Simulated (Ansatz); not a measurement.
Gas-phase electronic energies from Ansatz, PBE0-D4/def2-TZVP geometries. CCSD(T)/CBS is the MP2 limit (def2-TZVPP, def2-QZVPP) plus CCSD(T) − MP2 in def2-TZVPP, frozen cores. Functionals use def2-TZVPP. HSE06 is defined as in plane-wave codes. Each species was taken in one conformer, which may not be the lowest.

Reaction (redistribution): `OB(F)[NH][AlH2]` + `[CH3][AlH][AlH][F]` → `O[B](F)[AlH][F]` + `[CH3][AlH][NH][AlH2]`

```
             level  ΔE (kJ/mol)  difference from CCSD(T)/CBS
            PBE-D4         29.6                          2.0
        r2SCANh-D4         30.4                          2.8
        r2SCAN0-D4         34.2                          6.6
          HSE06-D4         37.2                          9.6
      CAM-B3LYP-D4         27.0                         -0.6
            B2PLYP         26.7                         -0.9
          PBE-QIDH         35.9                          8.3
            r2SCAN         28.5                          0.9
             HSE06         39.2                         11.6
      MP2/def2-SVP         32.5                          4.9
     CCSD/def2-SVP         39.8                         12.2
    MP2/def2-TZVPP         22.6                         -5.0
SCS-MP2/def2-TZVPP         25.0                         -2.6
   CCSD/def2-TZVPP         32.9                          5.3
SCS-MP2/def2-QZVPP         24.0                         -3.6
    CCSD/CBS(def2)         31.7                          4.1
       CCSD(T)/CBS         27.6                            0
```

Largest T1 diagnostic among the species: 0.014.

From PBE to PBE0 (25 % exact exchange), in def2-TZVPP and without D4, ΔE moves by +7.0 kJ/mol. Leaving LDA and LC-ωPBE aside and taking each functional with its dispersion term where it has one, the values, not all of them listed here, spread over 17.7 kJ/mol, from BLYP-D4 to HSE06-D4.
